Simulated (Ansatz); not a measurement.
Wavefunction ladder for CH$_{6}$FGaSi (`F[CH2][GaH][SiH3]`)

```xyz
10

F    -3.020    0.389   -0.415
C    -1.863   -0.292   -0.056
Ga   -0.209    0.786   -0.321
Si    1.936   -0.179    0.242
H    -1.959   -0.596    0.994
H    -1.816   -1.217   -0.645
H    -0.332    2.244   -0.891
H     2.608    0.635    1.294
H     2.828   -0.195   -0.952
H     1.828   -1.576    0.748
```

Charge 0, multiplicity 1. Correlated methods include outer-core shells of Ga, which these sets cover unevenly. Scalar relativity is left out up to krypton. The geometry is a stationary point of PBE0-D4/def2-TZVP. It is one conformer, not always the lowest. Frozen core, restricted reference, Ansatz 0.2.0.

```csv
basis,HF (Eh),MP2 corr.,CCSD corr.,(T),CCSD(T) total
def2-SVP,-2352.49469,-0.63969,-0.67873,-0.01769,-2353.19111
def2-TZVPP,-2353.01706,-0.77926,-0.81759,-0.02867,-2353.86332
def2-QZVPP,-2353.07271,-1.07176,–,–,–
```
